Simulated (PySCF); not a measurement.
## Tin: a sound run and one with changed settings

Sound run: Sn [Kr] 4d10 5s2 5p2, Sn+ [Kr] 4d10 5s2 5p1. Computed with PySCF 2.14 in def2-SVP with the def2 core potential (28 electrons), with a scalar-relativistic core potential. In the sound run the correlated levels freeze 4s2 4p6 4d10 outside the core potential. The sound run starts from symmetry-adapted Hartree-Fock orbitals and uses a fine grid where one is needed.

Changed run: a valence shell is frozen. This setting is unsound on purpose.

```json
{"species": "Sn", "method": "MP2", "sound run (hartree)": "-213.37040", "changed run (hartree)": "-213.33930", "converged": "yes"}
{"species": "Sn", "method": "CCSD(T)", "sound run (hartree)": "-213.38486", "changed run (hartree)": "-213.34075", "converged": "yes"}
```

Ionisation energy of Sn:

```json
{"method": "UHF", "sound run (eV)": "6.853", "changed run (eV)": "6.853"}
{"method": "MP2", "sound run (eV)": "7.058", "changed run (eV)": "6.939"}
{"method": "SCS-MP2", "sound run (eV)": "7.005", "changed run (eV)": "6.882"}
{"method": "CCSD", "sound run (eV)": "7.079", "changed run (eV)": "6.979"}
{"method": "CCSD(T)", "sound run (eV)": "7.085", "changed run (eV)": "6.979"}
{"method": "CCSDT", "sound run (eV)": "n/a", "changed run (eV)": "6.979"}
{"method": "FCI", "sound run (eV)": "n/a", "changed run (eV)": "6.979"}
```

Freezing a valence shell removes pair correlation that changes on ionisation.

For comparison, NIST gives 7.344 eV between the lowest levels.
